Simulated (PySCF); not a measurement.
**How methods differ on the ionisation energy of Sb**

Sb [Kr] 4d10 5s2 5p3 (4S) → Sb⁺ [Kr] 4d10 5s2 5p2 (3P), as a difference of total energies. All numbers are calculated (PySCF 2.14, scalar relativity through the core potential, in cc-pVDZ-PP with ECP28MDF (4s3p2d, 23 functions)). Correlated levels: valence: 4s2 4p6 4d10 frozen. The calculations carry no spin-orbit coupling.

| method | ionisation energy (eV) |
| --- | --- |
| UHF | 8.600 |
| LDA | 9.111 |
| M06-L | 8.736 |
| MP2 (valence) | 8.885 |
| SCS-MP2 (valence) | 8.786 |
| CCSD (valence) | 8.847 |
| CCSD(T) (valence) | 8.849 |

Problem. How much does correlation contribute at CCSD(T) (valence)?

Solution. 8.849 − (8.600) = 0.249 eV, measured against UHF.

Errors of the correlated levels include the incompleteness of this basis and the frozen core.

For comparison: 9.124 eV (measured; NIST levels, between the centres of gravity of the two terms).
